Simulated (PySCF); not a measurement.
## Unknown: peak-picked proton spectrum

Formula C5H7N3. The spectrum was simulated from the full spin Hamiltonian at 300 MHz with 1.0 Hz Lorentzian lines, from shifts rounded to 0.01 ppm and J to 0.1 Hz, couplings under 1 Hz left out.

Maxima in Hz from TMS (height), grouped by integral:
1H: 2256.0 (33)
1H: 2221.8 (8), 2211.6 (8), 2205.0 (9), 2194.8 (9)
1H: 1926.1 (9), 1924.2 (9), 1909.3 (8), 1907.5 (8)
1H: 1566.1 (9), 1564.2 (9), 1555.8 (9), 1553.9 (9)
3H: 765.0 (100)

Theory: shielding tensors at PBE0/pcSseg-1 (GIAO), geometry from GFN2-xTB, J: B3LYP/pcJ-1 (spin–dipole term only in couplings to heteroatoms), in PySCF (one averaged value for each set of equivalent atoms, a single conformation, no relativistic terms, isolated molecule).

Chemical shifts δ = σref − σ; ¹H (σ = 31.72 ppm) vs TMS, all at this level.

Task: Analyse the multiplets.

Result: ¹H NMR (300 MHz, computed): δ 7.52 (s, 1H), 7.36 (dd, J = 16.8, 10.3 Hz, 1H), 6.39 (dd, J = 16.8, 1.9 Hz, 1H), 5.20 (dd, J = 10.3, 1.9 Hz, 1H), 2.55 (s, 3H). These are first-order names from the parameters used; overlap and second-order distortion can hide them in the list.

Task: What is the compound?

Result: SMILES C=Cn1ncc(C)n1.

Mapped SMILES: `[CH2:1]=[CH:2][n:3]1[n:4][cH:5][c:6]([CH3:7])[n:8]1`. Each H is labelled by its parent atom. Ha(C1) is cis to N3; Hb(C1) is trans to N3.

- δ 7.52: H(C5), hydrogen on an aromatic CH next to a ring nitrogen.
- δ 7.36: H(C2), hydrogen on an alkene CH, coupled to Ha(C1) (16.8 Hz), Hb(C1) (10.3 Hz).
- δ 6.39: Ha(C1), hydrogen on a terminal =CH2 carbon, coupled to H(C2) (16.8 Hz), Hb(C1) (1.9 Hz).
- δ 5.20: Hb(C1), hydrogen on a terminal =CH2 carbon, coupled to H(C2) (10.3 Hz), Ha(C1) (1.9 Hz).
- δ 2.55: H(C7), hydrogen on a methyl carbon on an aromatic ring.

This is the structure that produced the data.

Multiplet labels drop couplings under 1 Hz and merge nearly equal ones. Unscaled 3J(H,H) at this level run about 10 % above measured values.
